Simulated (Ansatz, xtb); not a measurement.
# Two structures of GeH4SiSn+

We compare a, a doublet given by its coordinates, with b, a doublet given by its coordinates. Both are isolated ions in the gas phase, relaxed with PBE0-D3(BJ)/def2-SVP.

a (Å):

```yaml
atoms:
  - { symbol: Ge, position_ang: [-0.1674, 0.4201, 0.7596] }
  - { symbol: Si, position_ang: [1.0816, 0.2832, -1.3231] }
  - { symbol: Sn, position_ang: [-2.0337, 0.7817, 2.4284] }
  - { symbol: H, position_ang: [2.4401, -0.1592, -0.9195] }
  - { symbol: H, position_ang: [1.0314, 1.6646, -1.8711] }
  - { symbol: H, position_ang: [0.3341, -0.7148, -2.1332] }
  - { symbol: H, position_ang: [-1.7108, 0.9227, 0.2795] }
```

Close contacts (Å): Ge1–Si2 2.43, Ge1–Sn3 2.53, Ge1–H7 1.69, Si2–H4 1.48, Si2–H5 1.49, Si2–H6 1.49, Sn3–H7 2.18.

b (Å):

```xyz
7

Ge   -0.0341   -1.5050    0.1685
Si   -0.1058    0.8584   -0.5740
Sn   -2.0234    0.1974    1.3455
H     1.0012    1.7431   -0.1254
H    -1.7351   -1.4681    0.1412
H    -0.6084    1.1221   -1.9479
H    -0.3221   -0.9233    1.7415
```

Close contacts (Å): Ge1–Si2 2.48, Ge1–Sn3 2.87, Si2–Sn3 2.79, Ge1–H5 1.70, Ge1–H7 1.70, Si2–H4 1.49, Si2–H6 1.49, Sn3–H5 2.08, Sn3–H7 2.08.

**Question.** Estimate E(b) − E(a) at the level CCSD(T)/def2-SVP + ΔMP2/def2-TZVPP.

**Answer.** Calculated at CCSD(T)/def2-SVP + ΔMP2/def2-TZVPP: E(b) − E(a) = +4.5 kcal/mol, so structure a lies lower.

The same difference at several levels:

```
                             level              geometry  E(b) − E(a) (kcal/mol)  departure from the last row (kcal/mol)  job, with rough time for the two
              PBE0-D3(BJ)/def2-SVP  PBE0-D3(BJ)/def2-SVP                      +2.5                                    −2.0                optimisation, 52 s
                       HF/def2-SVP  PBE0-D3(BJ)/def2-SVP                     +13.4                                    +8.9           part of the CCSD(T) run
                      MP2/def2-SVP  PBE0-D3(BJ)/def2-SVP                      +8.8                                    +4.3           part of the CCSD(T) run
                  CCSD(T)/def2-SVP  PBE0-D3(BJ)/def2-SVP                      +7.4                                    +2.9                      single point
CCSD(T)/def2-SVP + ΔMP2/def2-TZVPP  PBE0-D3(BJ)/def2-SVP                      +4.5                                                        single point, 48 s
```

None of the levels shown reverses the order. The largest departure from CCSD(T)/def2-SVP + ΔMP2/def2-TZVPP is that of HF/def2-SVP, 8.9 kcal/mol. Levels run at GFN2-xTB geometries aren't shown. The last row adds to CCSD(T) the change of the MP2 difference between the two basis sets, here −2.9 kcal/mol.

With harmonic frequencies from PBE0-D3(BJ)/def2-SVP (ideal gas, rigid rotor, one conformer each, 298.15 K, 1 atm): on the last row, ΔE + ΔZPE = +4.4 kcal/mol. A mode under 50 cm⁻¹ makes harmonic enthalpies and free energies unreliable, so none is given.

Open shells are spin-unrestricted. The correlated steps freeze 18 core orbitals; the filled d shell of Ge and Sn is correlated, in a basis made for valence electrons. Atoms past krypton carry core potentials in the def2 sets and no spin–orbit term is included. Run with Ansatz 0.2.0; the last row on 2 threads of Intel(R) Xeon(R) 6975P-C (Granite Rapids) on a shared host.
